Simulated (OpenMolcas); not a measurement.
## Pt²⁺: effect of correlating more closed shells

```yaml
Program: OpenMolcas
Basis: ANO-RCC-VTZP [8s7p5d3f1g]
Scalar_Hamiltonian: DKH2, point nucleus
Active_space: 8 electrons in 5 orbitals (5d)
State_averaging: 2S+1 = 3 even, 10 roots; 2S+1 = 1 even, 15 roots
Spin-orbit_coupling: RASSI with atomic mean-field integrals over the reference wave functions, term energies averaged over their components
```

Methods on the same reference wave functions:
A. CASSCF
B. SS-CASPT2, IPEA 0.25 Eh, imaginary shift 0.1 Eh (closed shells correlated: none)
C. SS-CASPT2, IPEA 0.25 Eh, imaginary shift 0.1 Eh (closed shells correlated: 5s 5p)
D. SS-CASPT2, IPEA 0.25 Eh, imaginary shift 0.1 Eh (closed shells correlated: 4f 5s 5p)

Energies in cm-1 above 5d8 3F4, the measured ground level; measured values from NIST levels as listed in McCann et al., Mon. Not. R. Astron. Soc. 538, 537 (2025).

```json
{"Level": "5d8 3F4", "A": "0.0", "B": "0.0", "C": "0.0", "D": "0.0", "Measured": "0.0"}
{"Level": "5d8 3F3", "A": "9869", "B": "9950", "C": "9990", "D": "9980", "Measured": "9752"}
{"Level": "5d8 3P2 [52 %]", "A": "17561", "B": "15730", "C": "15770", "D": "15770", "Measured": ""}
{"Level": "5d8 3P0", "A": "21045", "B": "17000", "C": "17110", "D": "17110", "Measured": "14939"}
{"Level": "5d8 3P1", "A": "22858", "B": "19360", "C": "19410", "D": "19410", "Measured": "16782"}
{"Level": "5d8 1G4", "A": "25847", "B": "23550", "C": "22830", "D": "22860", "Measured": "21331"}
{"Level": "5d8 1S0", "A": "55310", "B": "48200", "C": "48610", "D": "48670", "Measured": ""}
```

Deviations, from unrounded energies. A percentage is the sum of absolute deviations over the sum of measured energies, with the sign that they share, or ± where signs differ.

| Against measurement | Levels | A | B | C | D |
| --- | --- | --- | --- | --- | --- |
| mean absolute deviation (cm-1) | 4 | 4200 | 1800 | 1600 | 1600 |
| fine structure of the ground term (%) | 1 | +1.2 | +2.1 | +2.4 | +2.4 |
| other terms of the ground configuration (%) | 3 | +31.5 | +12.9 | +11.9 | +11.9 |

C, D lie about equally close to measurement and A furthest from it. The largest miss of C in the table is 5d8 3P1, by +2600 cm-1. The ranking rests on the paired levels alone, and a cruder setting can come out closer through cancelling errors.

Among B to D the level of the table that moves most is 5d8 1G4, by 730 cm-1 (lowest in C, highest in B). Moves below CASPT2's spread within the term are not significant.

The mean deviations of B to D differ by less than CASPT2's widest spread within a term (730 cm-1), so their order carries little weight.

From A to B the spin-free energies of the other terms of 5d8 shown, above 3F, scale by factors of 0.72 to 0.86, as is usual when dynamic correlation screens the repulsion within a d or f shell.

The lowest spin-free term lies below A's lowest term by 0.193 hartree in B, 0.435 hartree in C, 0.644 hartree in D.

What an inner shell adds also hangs on whether the basis holds functions to correlate it.

CASPT2 breaks the degeneracy within a term, and the mean is taken; among the terms shown or strongly mixed into the levels shown the widest spread is 730 cm-1 (5d8 1G, D). Configurations with an s electron lie low in 5d ions of this charge, fall among these levels and mix in, so low-spin terms can stand far too high, up to twice their true height, and weights are not those of the real levels. Without dynamic correlation excited terms often stand tens of per cent too high (terms of higher spin than the ground term too low), and those without a measured partner can miss by more than the paired ones (holds for A). Some terms miss by over 15 % even with CASPT2, which points to a basis or an active space too small for the shells correlated (holds for B; C; D). Measured partners are found by configuration, term and J. A level has none where our copy of the source lacks it or the pairing is in doubt (some pairs that miss far off the trend of their configuration count as doubtful), and it then counts in no deviation. Only configurations of the active space appear. Levels that lie high or do not pair safely by name in every column are left out.

A share in square brackets marks a mixed level and gives the weight of the term that names it, the lowest over the columns.
